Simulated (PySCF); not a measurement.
CaBe⁺: frontier orbitals

PBE at R = 3.029 Å; PySCF, no relativity, basis sets Ca def2-SVPD, Be def2-SVPD. State: ²Σ⁺ (doublet), unpaired electrons σ ↑. Only the outer orbitals are listed, counted within each symmetry.

| spin | orbital | occ. | ε (eV) | on Ca (%) | main shells (%) |
| --- | --- | --- | --- | --- | --- |
| α | 5σ | 1 | -52.74 | 100 | 100 Ca s |
| α | 2π | 1 | -34.16 | 100 | 100 Ca p |
| α | 2π | 1 | -34.16 | 100 | 100 Ca p |
| α | 6σ | 1 | -34.01 | 100 | 100 Ca p |
| α | 7σ | 1 | -10.76 | 37 | 63 Be s, 22 Ca s, 9 Ca p |
| α | 8σ | 1 | -8.47 | 68 | 68 Ca s, 16 Be s, 16 Be p |
| α | 9σ | 0 | -7.60 | 74 | 64 Ca d, 21 Be p |
| α | 3π | 0 | -7.57 | 77 | 74 Ca d, 23 Be p |
| α | 3π | 0 | -7.57 | 77 | 74 Ca d, 23 Be p |
| β | 5σ | 1 | -52.67 | 100 | 100 Ca s |
| β | 2π | 1 | -34.07 | 100 | 100 Ca p |
| β | 2π | 1 | -34.07 | 100 | 100 Ca p |
| β | 6σ | 1 | -33.94 | 100 | 100 Ca p |
| β | 7σ | 1 | -10.58 | 41 | 53 Be s, 22 Ca s, 11 Ca p |
| β | 8σ | 0 | -7.60 | 88 | 77 Ca s, 12 Be s, 10 Ca d |
| β | 3π | 0 | -7.31 | 80 | 76 Ca d, 20 Be p |
| β | 3π | 0 | -7.31 | 80 | 76 Ca d, 20 Be p |

Q: Which are the highest filled and the lowest empty level, where do they sit, and how wide is the gap?

A: Highest filled α 8σ at -8.47 eV (in %: 68 Ca s, 16 Be s, 16 Be p); lowest empty β 8σ at -7.60 eV (in %: 77 Ca s, 12 Be s, 10 Ca d); the gap at PBE is 0.87 eV.

- bond order (Mayer): 0.90
- ⟨S²⟩: 0.773
- charge on Ca (Mulliken, basis-dependent): 0.54
- charge on Ca (Löwdin, basis-dependent): 0.75
- dipole moment (positive dipole points towards Be; it is taken about the centre of mass and depends on that origin): -0.38 D
- polarisability along the bond: 216.1 bohr³
- polarisability across the bond: 97.0 bohr³

The state was picked by a PBE0 search and need not be the measured ground state.
